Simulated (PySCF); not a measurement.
Electron correlation in N²⁺ (nitrogen, charge +2)

[He] 2s1 2p2, high-spin 4P determinant (an excited configuration). All numbers are calculated (PySCF 2.14, the spin-free X2C one-electron Hamiltonian (Gaussian nucleus), in x2c-TZVPPall (5s3p2d1f, 31 functions)). Frozen: 1s2; 3 electrons correlated.

```csv
level,correlation energy (mhartree)
CCSD,-15.00
(T),-0.03
CCSD(T),-15.03
CCSDT,-15.04
FCI,-15.04
```

Diagnostics: T1 = 0.0010, D1 = 0.0017, largest double amplitude 0.022, weight of the Hartree-Fock determinant in FCI 0.9963 (4060 determinants).

Cost of the coupled-cluster step: roughly 0.14 core-seconds, for 3 correlated electrons.

Iterations:

```
CC2 = 0
CCSD nocc = (np.int64(3), np.int64(0)), nmo = (30, 30)
frozen orbitals [[0], [0]]
max_cycle = 100
direct = 0
conv_tol = 1e-08
conv_tol_normt = 1e-06
diis_space = 8
diis_start_cycle = 0
Init t2, MP2 energy = -0.0117610458767331
Init E_corr(UCCSD) = -0.0117610458767538
cycle = 1  E_corr(UCCSD) = -0.0142157725845237  dE = -0.00245472671  norm(t1,t2) = 0.0111968
cycle = 2  E_corr(UCCSD) = -0.0147892843667308  dE = -0.000573511782  norm(t1,t2) = 0.00332423
cycle = 3  E_corr(UCCSD) = -0.0150109750996165  dE = -0.000221690733  norm(t1,t2) = 0.00113779
cycle = 4  E_corr(UCCSD) = -0.0150029133236012  dE = 8.06177602e-06  norm(t1,t2) = 0.000113463
cycle = 5  E_corr(UCCSD) = -0.0150031750259519  dE = -2.61702351e-07  norm(t1,t2) = 6.5149e-06
cycle = 6  E_corr(UCCSD) = -0.0150031687677415  dE = 6.25821042e-09  norm(t1,t2) = 5.17694e-07
UCCSD converged
E(UCCSD) = -52.67311601538215  E_corr = -0.01500316876774148
UCCSD(T) correction = -3.03550108055215e-05
```
